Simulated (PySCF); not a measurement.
B2H3OSi (calculated)

Calculation on a computer-drawn molecule: the log of a Hartree-Fock and frozen-core CCSD(T) single point meant for a local Hartree-Fock minimum, with one planted fault or none, to be diagnosed. Offsets are logged minus clean, where the clean run is the same molecule without the fault. The reference is restricted for singlets and unrestricted otherwise, and also for a bond in bohr or an excited solution. Adding or removing an electron swaps singlet and doublet. The excited solution moves the top pair (singlet) or top alpha electron (doublet) to the lowest empty orbital. Highest occupied and lowest empty are orbital energies over both spins, largest force is the largest gradient component, triples share is (T) over the correlation energy, the T1 limit is 0.02 restricted and 0.045 unrestricted, electrons count all cores, a negative frequency is imaginary (commonest isotopes), and the dipole is about the centre of nuclear charge. Program: PySCF 2.14.0.

## B2H3OSi

Logged structure:
```xyz
7
B2H3OSi
B      3.1458    -0.3475     1.6652
B      2.6054     0.9852     1.0109
Si     0.5962     0.9898     1.1468
O     -0.1323    -0.1612     1.7942
H      3.4822    -1.3607     2.1683
H      3.2560     1.8565     0.5140
H     -0.1310     2.1566     0.5914
```

- meant charge: 0
- meant multiplicity: 2
- meant basis: cc-pV(D+d)Z
- logged electrons: 35
- logged basis functions: 80
- logged SCF converged: yes
- logged spin squared: 3.778
- logged highest occupied: -6.1791 eV
- logged lowest empty: 0.20261 eV
- logged largest force: 0.14256 hartree/bohr
- logged T1 diagnostic: 0.049907
- logged D1 diagnostic: 0.27733
- logged triples share: 0.032647
- logged CC converged: yes
- logged dipole magnitude: 0.49162 debye
- logged SCF stable within its kind: yes
- logged energy HF: -414.73126 hartree
- logged energy CCSD(T): -415.16546 hartree
- possible faults: no fault, one electron removed, one electron added, multiplicity raised by two, geometry at a saddle point, SCF held on an excited solution, minimal basis STO-3G, one bond length entered in bohr, all coordinates scaled
- planted fault: multiplicity raised by two
- HF energy offset from clean run: 59.51 kcal/mol
- CCSD(T) energy offset from clean run: 84.06 kcal/mol

Drawn bonds:
| atom | other atom | order |
| --- | --- | --- |
| 1 | 2 | 1 |
| 2 | 3 | 1 |
| 3 | 4 | 2 |
| 1 | 5 | 1 |
| 2 | 6 | 1 |
| 3 | 7 | 1 |

Notes: T1 above single-reference limit.
